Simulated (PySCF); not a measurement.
# Gallium: a sound run and one with changed settings

Sound run: Ga²⁺ [Ar] 3d10 4s1, Ga³⁺ [Ar] 3d10. All numbers are calculated (PySCF 2.14, the non-relativistic Hamiltonian (point nucleus), in 6-31G*). The sound run starts from symmetry-adapted Hartree-Fock orbitals and uses a fine grid where one is needed.

Changed run: 6 angular points. This setting is unsound on purpose.

```
species  method  sound run (hartree)  changed run (hartree)  converged
   Ga²⁺     UHF          -1922.05571            -1922.05571        yes
   Ga²⁺  M06-2X          -1923.56269            -1923.96901        yes
   Ga²⁺     PBE          -1923.26390            -1925.92187        yes
   Ga³⁺     UHF          -1920.98267            -1920.98267        yes
   Ga³⁺  M06-2X          -1922.44994            -1922.82934        yes
   Ga³⁺     PBE          -1922.12751            -1924.73525        yes
```

Ionisation energy of Ga²⁺:

| method | sound run (eV) | changed run (eV) |
| --- | --- | --- |
| UHF | 29.199 | 29.199 |
| M06-2X | 30.280 | 31.012 |
| PBE | 30.923 | 32.290 |

A coarse angular grid integrates products of high-l functions wrongly, so density functionals can shift, and the SCF can exploit the error; Hartree-Fock and MP2 need no grid.

For comparison, NIST gives 30.726 eV between the lowest levels.
